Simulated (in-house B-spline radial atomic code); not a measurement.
RPA and G0W0 on PBE0: Ne³⁺

Configuration [He] 2s2 2p3, highest spin, mean-field start PBE0. Computed with a B-spline radial code for spherical atoms: all electrons, scalar-relativistic (spin-free one-electron X2C), finite nucleus, each spin shell either full or empty, empty states to l = 9 with an (l + 1/2)⁻⁴ tail; G0W0 by contour deformation at full frequency.

Command:
```bash
python run_gw.py task.json out
```
Settings (radii: box in bohr, nucleus in fm):
```
Z                        10
electrons                7
configuration            [He] 2s2 2p3
hamiltonian              x2c
method                   pbe0
lmax                     9
rms_radius               3.0055
spin_polarised           True
box_radius               14.14
intervals                70
```

Cost of the run: 0.9 s on 1 thread of AMD EPYC 9R14, with other jobs on the host.

Energies (hartree):

```tsv
term	value
mean-field total	-124.37566
Hartree-Fock functional on these orbitals	-124.24653
direct second order	-0.39469
second-order exchange	0.1846
SOSEX correction	0.16645
```

Q: What is the RPA correlation energy, and what remains with SOSEX?

A: RPA gives -0.35083 hartree (-1.36 eV per electron); RPA + SOSEX gives -0.18438, and the second-order doubles -0.21009 hartree (no singles). SOSEX takes back 47 % of the RPA value.

Quasi-particle levels (eV):

```tsv
level	occupied	mean field	Σx - vxc	Σc	QP weight	G0W0
2p up	yes	-87.61	-10.89	?	?	?
2s down	yes	-100.66	-6.48	-2.10	0.959	-109.23
2p down	no	-71.45	11.95	-4.02	0.963	-63.52
```

G0W0 = mean field + (Σx - vxc) + Σc, with Σc (partial-wave tail included) taken at the quasi-particle energy. Levels of low weight are left out.

Q: Where does G0W0 put 2p up?

A: At -97.09 eV, with Σc = 1.41 eV and a quasi-particle weight of 0.955. The tabulated removal energy is 97.190 ± 0.0025 eV (NIST, semi-empirical).
